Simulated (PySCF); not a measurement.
C2H9BN2O, SMILES CCNB(N)O.

Geometry optimised at PBE0-D3(BJ)/def2-SVP. This is a generated structure with no PubChem entry under its InChIKey; it may be hypothetical. Other conformers were not sampled.

Method: PBE0-D3(BJ)/def2-SVP (PySCF).

Harmonic, unscaled wavenumbers; measured fundamentals usually lie a few per cent lower.

```tsv
mode	ν (cm⁻¹)	IR (km/mol)	moving atoms (share of kinetic energy)
1	61	2.5	N 32 %, H 30 %, C 29 %
2	85	0.3	H 33 %, N 26 %, C 24 %, O 16 %
3	196	62.8	H 64 %, N 23 %
4	218	29.6	H 75 %, N 14 %
5	275	64.5	H 85 %
6	293	3.2	H 67 %, C 17 %, N 13 %
7	386	14.1	H 32 %, O 25 %, N 23 %, C 15 %
8	416	29.7	H 44 %, N 20 %, O 19 %, C 9 %
9	454	181.1	H 72 %, N 16 %
10	493	6.4	H 83 %
11	514	4.3	H 50 %, N 18 %, C 16 %, O 12 %
12	642	50.9	B 76 %, N 15 %
13	772	5.5	H 67 %, N 15 %, C 11 %
14	835	6.6	H 43 %, N 40 %, O 8 %
15	884	3.1	H 60 %, N 24 %, O 15 %
16	933	1.8	H 48 %, C 33 %, N 16 %
17	997	138.8	H 80 %, O 9 %
18	1096	8.2	C 51 %, H 46 %
19	1118	2.3	H 63 %, C 31 %
20	1197	0.8	N 32 %, C 30 %, H 29 %
21	1287	21.7	H 75 %, C 14 %
22	1345	187.6	H 62 %, B 23 %
23	1370	18.8	H 69 %, C 18 %, B 10 %
24	1399	20.0	H 66 %, C 29 %
25	1432	64.8	H 56 %, B 36 %
26	1460	11.5	H 95 %
27	1468	9.4	H 91 %
28	1487	7.5	H 87 %, C 8 %
29	1536	391.2	N 33 %, B 32 %, H 31 %
30	1598	255.4	H 60 %, N 21 %, B 18 %
31	3043	50.0	H 94 %
32	3048	18.1	H 97 %
33	3090	19.2	H 90 %, C 10 %
34	3144	27.5	H 91 %, C 9 %
35	3152	25.4	H 90 %, C 10 %
36	3656	15.1	H 93 %
37	3673	36.4	H 96 %
38	3785	33.5	H 91 %, N 9 %
39	3954	55.9	H 94 %
```
